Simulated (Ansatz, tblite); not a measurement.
Forces on the cluster Cr2B2 at its r2SCAN-D4/def2-SVP geometry. Total charge 0; singlet.

The xTB rows come from tblite. The restricted singlet is unstable towards broken spin symmetry in Hartree–Fock (as tested in another run); at PBE-D4/def2-TZVP this wasn't settled. Another isomer (triplet) lies 4.30 eV lower at PBE0-D4/def2-TZVP; other spin states weren't run for this one.

GFN1-xTB (tblite), largest force 21.28 eV/Å:

```xyz
4
positions Å, forces eV/Å
Cr   -0.702    0.026    0.750  -14.020   -5.103   15.177
Cr    0.533    0.648   -0.592   13.145    8.587  -14.363
B    -0.958   -0.371   -1.053   -1.759   -1.812   -2.461
B     1.127   -0.304    0.896    2.634   -1.672    1.647
```

GFN2-xTB (tblite), largest force 18.27 eV/Å:

```
Cr -11.907 -5.012 12.913
Cr 11.466 6.767 -12.503
B -1.250 -0.924 -1.580
B 1.691 -0.830 1.170
```

PBE-D4/def2-TZVP (Ansatz), largest force 1.13 eV/Å:

```
Cr -0.751 -0.226 0.812
Cr 0.682 0.496 -0.749
B -0.184 -0.142 -0.237
B 0.253 -0.128 0.173
```
